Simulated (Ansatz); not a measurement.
Wavefunction ladder for `[F][GeH]([F])[SeH]`

Cartesian coordinates in Å:
```
F -1.043 1.339 -1.191
Ge -0.471 0.055 -0.194
F -1.353 0.223 1.278
Se 1.784 0.488 0.130
H -0.873 -1.287 -0.806
H 1.956 -0.818 0.782
```

The species carries charge 0 and has multiplicity 1. Correlated methods include outer-core shells of Ge, Se, which these sets cover unevenly. Scalar relativity is left out up to krypton. Geometry: relaxed with PBE0-D4/def2-TZVP. It is one conformer, not always the lowest. Frozen core, restricted reference, the Gaussian-basis code of Ansatz.

| basis | HF (Eh) | MP2 corr. | CCSD corr. | (T) | CCSD(T) total |
| --- | --- | --- | --- | --- | --- |
| def2-SVP | ? | -0.83393 | ? | -0.01839 | ? |
| def2-TZVPP | -4675.45492 | ? | -1.02859 | -0.03408 | ? |
| def2-QZVPP | -4675.55451 | ? | – | – | – |

Q: Fill in the withheld values. (An estimate is asked.)

A: The calculation gave: def2-SVP HF (Eh): -4674.62832; def2-SVP CCSD corr.: -0.83976; def2-SVP CCSD(T) total: -4675.48647; def2-TZVPP MP2 corr.: -1.02246; def2-TZVPP CCSD(T) total: -4676.51759; def2-QZVPP MP2 corr.: -1.63781.
